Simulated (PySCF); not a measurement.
**Question.** Write Cartesian coordinates for InChI=1S/C7H9N/c1-3-5-6(4-2)7(5)8/h1,4-7H,2,8H2/t5-,6+,7-/m0/s1 as optimised with GFN2-xTB.

**Answer.** 
```xyz
17
C7H9N angstrom
C     -1.023    2.340    0.173
C     -0.678    1.403   -0.490
C     -0.323    0.235   -1.224
C     -0.830   -1.118   -0.723
N     -1.641   -1.238    0.445
C      0.621   -0.780   -0.594
C      1.219   -0.527    0.742
C      2.120    0.410    0.974
H     -1.303    3.188    0.723
H     -0.250    0.388   -2.295
H     -1.118   -1.836   -1.484
H     -1.373   -0.535    1.127
H     -2.620   -1.097    0.219
H      1.299   -1.269   -1.287
H      0.880   -1.178    1.538
H      2.467    1.069    0.196
H      2.547    0.557    1.952
```

Orientation and origin are arbitrary. Atoms count from 1 in this order. The 3-membered ring C3–C4–C6 has internal angles of 58.7° to 60.9°. Of the pairs four or more bonds apart, C2···H12 is among the closest relative to their van der Waals radii: 2.62 Å, 90 % of the sum of Bondi's values. The C–C distances run from 1.199 Å (C1≡C2, drawn triple) to 1.529 Å (C3–C4, drawn single), a spread of 0.330 Å. N5 (primary amine nitrogen) is pyramidal (angles 110.8°, 110.0° and 107.9°, sum 328.7°, 0.37 Å off the plane of its three neighbours).

Bonds between heavy atoms (Å): C1≡C2 1.199, C2–C3 1.424, C3–C4 1.529, C4–N5 1.427, C4–C6 1.495, C6–C7 1.485, C7=C8 1.321, C3–C6 1.523.

Computed geometry: GFN2-xTB, gas phase.

Point group: C1 (no symmetry element, even within 0.4 Å). No GFN2-xTB frequencies stand behind this structure, so it isn't proved a minimum. One conformer, not necessarily the lowest (C3–C4–N5–H -34° and 85°, C4–C6–C7–C8 -141°).
